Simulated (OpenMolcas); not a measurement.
**Potential curves of SiSe: spin-free states**

Calculated with OpenMolcas 26.06: state-averaged CASSCF(8,7) over Se 4p, Si 3s 3p, XMS-CASPT2 (IPEA 0.25, imaginary shift 0.2 hartree), scalar X2C, ANO-RCC-VTZP, then RASSI spin–orbit state interaction with atomic mean-field integrals. C2 symmetry about the axis (a holds Σ, Δ, Γ; b holds Π, Φ, H; Σ⁺ and Σ⁻ are not told apart); roots by multiplicity and irrep: 1a 5, 3a 4, 3b 4, 1b 2, 5b 2.

XMS-CASPT2 energies in eV from the lowest point. Curves are followed by energy order within each symmetry, so they are adiabatic and may change character at avoided crossings; Σ⁺ and Σ⁻ are counted together.

| R (Å) | (1)1Σ | (1)3Δ | (2)1Σ | (1)1Δ | (1)5Π | (2)3Π |
| --- | --- | --- | --- | --- | --- | --- |
| 1.890 | 0.570 | 5.308 | 5.623 | 5.676 | 7.495 | 8.079 |
| 1.984 | 0.122 | 4.349 | 4.632 | 4.685 | 6.499 | 7.175 |
| 2.077 | 0.000 | 3.746 | 4.006 | 4.057 | 5.871 | 6.593 |
| 2.181 | 0.120 | 3.389 | 3.612 | 3.657 | 5.472 | 6.223 |
| 2.285 | 0.410 | 3.246 | 3.436 | 3.475 | 5.282 | 6.052 |
| 2.430 | 0.970 | 3.279 | 3.424 | 3.450 | 5.221 | 6.009 |
| 2.617 | 1.786 | 3.544 | 3.630 | 3.645 | 5.297 | 6.084 |
| 2.908 | 2.994 | 4.144 | 4.156 | 4.154 | 5.464 | 6.076 |
| 3.323 | 4.340 | 4.976 | 4.905 | 4.895 | 5.610 | 5.951 |
| 3.946 | 5.355 | 5.683 | 5.576 | 5.564 | 5.689 | 5.740 |

Left out for impure symmetry, kinks or missing points, though low: (1)3Π, (1)1Π, (1)3Σ, (2)3Σ, (3)1Σ. Only roots inside an energy window near the equilibrium distance were included, so the list of states is not complete; labels number the states computed. Each spin and symmetry block has orbitals of its own, averaged over its own roots, so gaps between blocks are less sure than gaps within one and near the minimum can be off by tenths of an eV, in bad cases by more. No Rydberg orbitals are active, so Rydberg states, and σ→σ* states whose orbital the CASSCF left unused, can be missing between those listed. CASPT2 splits the two components of degenerate states numerically, here by up to 78 cm⁻¹. At stretched bonds a block can hold a wrong CASSCF solution and miss its lowest state; points past a visible jump are left out. No roots were computed in block 5a (none fell in the window or the block failed), so states of that kind are missing and can lie low or lowest. Points that failed a check (symmetry, reference weights, a jump) are left out.
